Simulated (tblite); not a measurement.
C7H3NO2.
Numbering: `[N:1]#[C:2][C:3]1=[CH:4][C:5](=[O:6])[CH:7]=[CH:8][C:9]1=[O:10]` (hydrogens: H11 on C4; H12 on C7; H13 on C8)

Computed with GFN2-xTB (tblite), gas phase: L-BFGS steps from a force-field or distance-geometry start until the largest atomic force falls under 0.01 eV/Å.

Step 5: E = -747.0090 eV
```
atom  x, y, z in Å  |  force x, y, z in eV/Å
N1      3.6646    0.1311    0.3312   -0.165  -0.024  -0.018
C2      2.5241    0.0920    0.2297   -0.284  -0.040  -0.019
C3      1.1024    0.0760    0.1064   -0.109  -0.180  -0.049
C4      0.3886    1.2141    0.1616   -0.116  -0.034   0.012
C5     -1.0934    1.2169    0.0311    0.146  -0.177  -0.030
O6     -1.7373    2.2375    0.0827   -0.084   0.413   0.043
C7     -1.7562   -0.0932   -0.1700    0.031   0.138   0.033
C8     -1.0604   -1.2252   -0.2254    0.211  -0.013   0.028
C9      0.4105   -1.2433   -0.0947    0.161  -0.166  -0.005
O10     1.0187   -2.2859   -0.1496    0.256  -0.159   0.008
H11     0.8940    2.1642    0.3104   -0.248  -0.041  -0.037
H12    -2.8354   -0.0866   -0.2653    0.098   0.130   0.020
H13    -1.5243   -2.1969   -0.3658    0.101   0.153   0.015
```

Step 6: E = -747.0235 eV
```
atom  x, y, z in Å  |  force x, y, z in eV/Å
N1      3.6546    0.1302    0.3302    0.134  -0.018   0.011
C2      2.5161    0.0901    0.2292   -0.414  -0.021  -0.035
C3      1.0986    0.0719    0.1046   -0.137  -0.129  -0.028
C4      0.3848    1.2106    0.1623   -0.081  -0.047  -0.016
C5     -1.0945    1.2211    0.0299    0.196  -0.287   0.002
O6     -1.7342    2.2428    0.0840   -0.147   0.477   0.033
C7     -1.7535   -0.0894   -0.1685    0.107  -0.012   0.004
C8     -1.0543   -1.2228   -0.2243    0.133   0.042   0.026
C9      0.4190   -1.2544   -0.0950   -0.165   0.331   0.012
O10     1.0275   -2.2898   -0.1492    0.407  -0.493  -0.013
H11     0.8845    2.1630    0.3090   -0.182  -0.037  -0.024
H12    -2.8325   -0.0815   -0.2647    0.095   0.092   0.019
H13    -1.5203   -2.1916   -0.3653    0.053   0.103   0.010
```

Step 7: E = -747.0389 eV
```
atom  x, y, z in Å  |  force x, y, z in eV/Å
N1      3.6375    0.1284    0.3284    0.315  -0.013   0.031
C2      2.5002    0.0868    0.2282   -0.294   0.006  -0.034
C3      1.0895    0.0640    0.1014   -0.107  -0.076   0.007
C4      0.3776    1.2033    0.1628   -0.061   0.050  -0.047
C5     -1.0965    1.2289    0.0286    0.244  -0.432   0.044
O6     -1.7283    2.2543    0.0863   -0.212   0.478   0.012
C7     -1.7461   -0.0850   -0.1661    0.010   0.029  -0.027
C8     -1.0430   -1.2168   -0.2220    0.087  -0.136   0.000
C9      0.4296   -1.2669   -0.0954   -0.055   0.072  -0.011
O10     1.0484   -2.3040   -0.1487    0.012   0.022   0.006
H11     0.8661    2.1607    0.3063   -0.059  -0.045  -0.003
H12    -2.8263   -0.0716   -0.2633    0.130   0.008   0.017
H13    -1.5131   -2.1816   -0.3643   -0.010   0.037   0.004
```

Task: Estimate the geometry and energy of step 8. (The exact step hangs on the optimiser's Hessian estimate; all steps are aligned on step 7, rigid shifts and turns removed.)

Result: E = -747.0420 eV, largest force 0.215 eV/Å
```
atom  x, y, z in Å  |  force x, y, z in eV/Å
N1      3.6357    0.1278    0.3283    0.076  -0.021   0.010
C2      2.4965    0.0863    0.2278   -0.048   0.016  -0.012
C3      1.0859    0.0618    0.1009   -0.015  -0.026   0.017
C4      0.3755    1.2023    0.1622   -0.052   0.038  -0.039
C5     -1.0953    1.2273    0.0292   -0.017   0.003   0.054
O6     -1.7284    2.2603    0.0867    0.032   0.028  -0.012
C7     -1.7441   -0.0843   -0.1661    0.049  -0.019  -0.020
C8     -1.0399   -1.2172   -0.2215    0.015  -0.067  -0.004
C9      0.4317   -1.2698   -0.0958   -0.133   0.169  -0.001
O10     1.0515   -2.3046   -0.1484    0.059  -0.074  -0.001
H11     0.8619    2.1597    0.3058   -0.030  -0.030   0.000
H12    -2.8233   -0.0696   -0.2628    0.097  -0.007   0.012
H13    -1.5119   -2.1793   -0.3641   -0.033  -0.009  -0.003
```

The energy changes by -0.0032 eV. The first-order estimate −F·Δx gives -0.0059 eV and the mean of the old and new forces, exact on a quadratic surface, -0.0032 eV. The step makes an angle of 58° with the force vector and moves no atom by more than 0.006 Å.

The cost below is that of the whole relaxation. Hardware: an Arm Neoverse V2 with one thread, shared host with 192 logical CPUs at a one-minute load of 82. Cost: 0.14 s of wall time.
